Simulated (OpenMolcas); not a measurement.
Computed levels of 5d⁷ in ions with 75 electrons, in cm-1 above ⁴F_9/2.

- Program: OpenMolcas 26.06
- Method: XMS-CASPT2, IPEA 0.25 Eh, imaginary shift 0.1 Eh
- Basis: ANO-RCC-VTZP
- Scalar Hamiltonian: DKH2, point nucleus
- Spin-orbit coupling: state interaction with AMFI integrals over the reference wave functions, term energies averaged over their components

Active space for each ion: 7 electrons in 5 orbitals (5d); closed shells correlated by CASPT2: 5s 5p.

```tsv
Level	Ir2+	Au4+
⁴F_7/2	7690	12280
⁴P_5/2	14150	20520
²G_9/2	15970	21930
⁴P_1/2	17210	24210
²H_11/2	21590	28920
²G_7/2	21620	30120
²D_5/2(1)	24460	35230
²P_1/2	28070	40240
²F_5/2	29220	38500
```

Problem. Estimate ⁴F_7/2, ⁴P_5/2, ²G_9/2 for Pt3+ from its neighbours Ir2+ and Au4+.

Solution. ⁴F_7/2 is fine structure, which grows about as the fourth power of a screened charge, so the fourth roots are averaged: ((7690^0.25 + 12280^0.25) / 2)^4 = 9784. The calculation gives 9690, so the estimate is off by +1.0 %.
⁴P_5/2 is another term, which grows about linearly with the charge: (14150 + 20520) / 2 = 17335. The calculation gives 16990, so the estimate is off by +2.0 %.
²G_9/2 is another term, which grows about linearly with the charge: (15970 + 21930) / 2 = 18950. The calculation gives 19030, so the estimate is off by -0.4 %.

Mixed levels, with the weight of the term that names them: Ir2+ ²G_9/2 (61 %), Ir2+ ⁴P_1/2 (71 %), Ir2+ ²D_5/2(1) (75 %), Ir2+ ²P_1/2 (71 %), Pt3+ ²G_9/2 (58 %), Pt3+ ⁴P_1/2 (69 %), Pt3+ ²D_5/2(1) (73 %), Pt3+ ²P_1/2 (69 %), Au4+ ⁴P_5/2 (71 %), Au4+ ²G_9/2 (55 %), Au4+ ⁴P_1/2 (65 %), Au4+ ²D_5/2(1) (68 %), Au4+ ²P_1/2 (65 %).

CASPT2 breaks the degeneracy within a term, and the mean is taken; among the terms shown or strongly mixed into the levels shown the widest spread is 1400 cm-1 (5d⁷ ²F, Ir2+). The CASPT2 spread within a term exceeds the gap to the next term for 5d⁷ ²D(1) and 5d⁷ ²H, so the order of their levels is uncertain (figures for Ir2+; the like holds for Pt3+, Au4+). Configurations with an s electron lie low in 5d ions of this charge, fall among these levels and mix in, so low-spin terms can stand far too high, up to twice their true height, and weights are not those of the real levels (holds for Ir2+). Only configurations of the active space appear.

A number in round brackets counts repeated terms of one configuration in the order of the reference energies.
